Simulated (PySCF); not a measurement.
Harmonic spectrum computed at PBE0 in the def2-TZVP basis family (core potentials from Rb on, PySCF, no spin–orbit coupling):

```
symmetry  ω (cm⁻¹)  IR (km/mol)
      a1       187          2.1
      a2       284          0.0
      b1       331          162
      a1       640         30.9
      b2       675          172
      b2       778         60.5
      a1       831          126
      b2      3899          149
      a1      3899          1.0
```

Q: Which molecule gave it? In each, all ligands are bound to the one heavy central atom.
A. Ga(OH)₂ (doublet)
B. Si(OH)₂ (singlet)
C. Ge(OH)₂ (singlet)
D. Al(OH)₂ (doublet)
E. Sn(OH)₂ (singlet)

A: A. It has C2v symmetry with Ga–O 1.797 Å (×2), O–H 0.960 Å (×2).
